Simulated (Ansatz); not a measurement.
Consider the substitution at a C–Si bond: `CC[Si](N)(N)F` + `NCF` → `CCNCF` + `N[SiH](N)F`.

Calculated with Ansatz (gas phase, PBE0-D4/def2-TZVP geometries, no zero-point term in ΔE). CBS: MP2 limit from def2 TZ/QZ plus the TZ coupled-cluster correction, frozen cores. Functionals use def2-TZVPP. B3LYP here is the variant with VWN-RPA as its local correlation; programs differ in this. One conformer a species, not always the lowest.

`CC[Si](N)(N)F`:

```xyz
15

C    -0.633    0.501   -1.706
C    -0.861    0.871   -0.242
Si    0.142   -0.130    0.966
N     0.016   -1.828    0.908
N     1.784    0.243    0.737
F    -0.447    0.241    2.416
H    -1.249    1.105   -2.378
H     0.411    0.642   -1.997
H    -0.881   -0.548   -1.890
H    -1.916    0.743    0.023
H    -0.646    1.934   -0.078
H     0.424   -2.365    0.163
H    -0.733   -2.317    1.369
H     2.084    1.169    0.482
H     2.503   -0.262    1.229
```

`NCF`:

Z-matrix (Å, degrees):
```
C
F 1 1.406
N 1 1.402 2 113.7
H 1 1.092 2 106.1 3 121.3
H 1 1.092 2 106.1 3 -121.3
H 3 1.010 1 112.8 2 62.5
H 3 1.010 1 112.8 2 -62.5
```

`CCNCF`:

Z-matrix (Å, degrees):
```
C
C 1 1.516
H 1 1.092 2 112.0
H 1 1.092 2 110.7 3 121.0
H 1 1.092 2 110.0 3 -119.0
N 2 1.458 1 112.4 3 -66.5
H 2 1.093 1 109.1 3 175.4
H 2 1.098 1 109.7 3 58.6
C 6 1.398 2 117.5 1 67.0
H 6 1.010 2 111.5 1 -162.7
F 9 1.412 6 113.6 2 61.6
H 9 1.091 6 111.0 2 -57.2
H 9 1.092 6 110.0 2 -179.6
```

`N[SiH](N)F`:

```xyz
9

N    -1.109    0.164    0.905
Si    0.468    0.015    0.292
N     0.354   -0.252   -1.377
F     1.183    1.377    0.746
H    -1.286    0.645    1.771
H    -1.817   -0.520    0.696
H     1.344   -1.056    0.822
H     1.105   -0.681   -1.891
H    -0.243    0.307   -1.964
```

```tsv
level	ΔE (kJ/mol)
PBE-D4	64.1
PBE	60.9
r2SCAN	64.0
PBE0	62.1
B3LYP	58.0
SCS-MP2/def2-TZVPP	59.1
CCSD/def2-TZVPP	60.8
HF/CBS(def2)	53.3
```

What does CCSD(T)/CBS give? (Estimate.)

The calculation gave: +62.3 kJ/mol. The listed levels differ from it by 1.8, -1.4, 1.7, -0.2, -4.3, -3.2, -1.5, -9.0 kJ/mol.

Largest T1 diagnostic among the species: 0.011.

In def2-TZVPP, CCSD(T) changes the Hartree–Fock value by +7.0 kJ/mol (the triples alone add +0.4 kJ/mol) and MP2 by +9.4 kJ/mol. The D4 term adds +5.0 kJ/mol with B3LYP and +3.0 kJ/mol with PBE0; it sums over pairs of atoms, weighted by their polarisabilities, and B3LYP, whose exchange is more repulsive, gets the larger term.
